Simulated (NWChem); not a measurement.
Molecule: silicon monosulfide (SiS, singlet); SMILES [Si]=S

Computed with NWChem. Pople sets run with spherical d functions. Low-valent species are run as closed-shell singlets; no triplet was tried in these runs. STO-3G and 3-21G are far too small for this property and stand as cheap habits. Coordinates come from a PBE0/def2-SVP optimisation. Vertical excitations in the gas phase; the lowest state need not have the same character in each row.

| level | basis functions | lowest excitation, singlet (eV) | oscillator strength of that lowest state | lowest state with f > 0.02, singlet (eV) | oscillator strength of that bright state | orbital gap (eV) | relative time |
|---|---|---|---|---|---|---|---|
| PBE/3-21G, TDA | 26 | 4.29 | 0.000 | 4.46 | 0.032 | 3.71 | 1 |
| PBE/6-31G*, TDA | 36 | 4.08 | 0.000 | 4.50 | 0.029 | 3.81 | 3 |
| PBE/6-31+G*, TDA | 44 | 4.07 | 0.000 | 4.47 | 0.030 | 3.80 | 4 |
| PBE/def2-SVP, TDA | 36 | 4.13 | 0.000 | 4.55 | 0.030 | 3.86 | 1 |
| PBE/def2-SVPD, TDA | 51 | 4.10 | 0.000 | 4.53 | 0.026 | 3.86 | 2 |
| PBE/def2-TZVP, TDA | 74 | 4.04 | 0.000 | 4.43 | 0.025 | 3.79 | 7 |
| PBE/aug-cc-pVDZ, TDA | 54 | 4.07 | 0.000 | 4.47 | 0.027 | 3.82 | 20 |
| PBE/def2-TZVPD, TDA | 89 | 4.03 | 0.000 | 4.43 | 0.026 | 3.79 | 10 |

Relative times are rough (shared machine, one core).
